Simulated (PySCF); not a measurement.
C₂H₁₀SSi₃.
SMILES with atom numbers: `[SiH3:1][C@@H:2]1[CH2:3][SiH2:4][S:5][SiH2:6]1`

Probes without a nucleus sit at each ring's centroid and 1 Å off its mean plane on both sides; NICS is minus the shielding there, NICSzz its component along the normal. Level: GIAO PBE0/pcSseg-1 (PySCF, non-relativistic, gas phase) on the GFN2-xTB geometry, one conformer.

Ring bond lengths (Å), with Mayer bond orders in brackets: C2–C3 1.535 (1.00), C3–Si4 1.907 (0.90), Si4–S5 2.151 (0.96), S5–Si6 2.155 (0.96), Si6–C2 1.905 (0.89).

Q: Give the NICS values of each ring in ppm.

A: 
```json
{"ring": "C2–C3–Si4–S5–Si6", "type": "5-membered ring with S and 2 Si; formal bonds all single", "NICS(0)": "-6.1", "NICS(1), two faces": "-4.3 / -4.2", "NICS(1)zz, two faces": "-2.5 / -2.2", "rms pucker (Å)": "0.20", "centre to ring atoms, mean (Å)": "1.61"}
```

Q: What do they say, and how far can they be read as aromaticity?

A: 
- C2–C3–Si4–S5–Si6: mean NICS(1)zz -2.4 ppm, near zero. C2, C3, Si4, Si6 have four or more neighbours; no verdict on aromaticity is drawn.

Q: At the first NICS(1) probe listed for ring C2–C3–Si4–S5–Si6, 1 Å off the ring, how large is the induced field along the normal in 14.1 T applied along it?

A: NICSzz × B0 = -2.5 ppm × 14.1 T = -35 μT, against the applied field.

Q: How shielded are the nuclei of the rings and their hydrogens (means over atoms taken as equivalent)?

A: 
| atoms | environment | σ isotropic (ppm) | principal values of the symmetric part, first atom (ppm) |
| --- | --- | --- | --- |
| C2 | sp3 carbon bound to silicon | 179.5 | 165.3, 180.2, 193.2 |
| C3 | sp3 carbon bound to silicon | 169.5 | 148.4, 172.7, 187.3 |
| Si4 | SiH2 silicon | 352.8 | 274.0, 368.7, 415.5 |
| S5 | sulfur bonded to 2 Si | 830.0 | 714.1, 878.3, 897.8 |
| Si6 | SiH2 silicon | 349.4 | 265.4, 369.0, 414.0 |
| H on C2 | methine hydrogen | 31.32 | 27.0, 28.4, 38.6 |
| H on C3 | methylene hydrogen | 30.87 | 25.4, 29.4, 37.7 |
| H on C3 | methylene hydrogen | 30.28 | 24.5, 28.5, 37.8 |
| H on Si4 | Si–H hydrogen | 26.75 | 22.3, 24.2, 33.7 |
| H on Si4 | Si–H hydrogen | 26.54 | 22.3, 24.0, 33.3 |
| H on Si6 | Si–H hydrogen | 26.56 | 22.0, 24.8, 32.9 |
| H on Si6 | Si–H hydrogen | 26.88 | 22.1, 25.4, 33.2 |
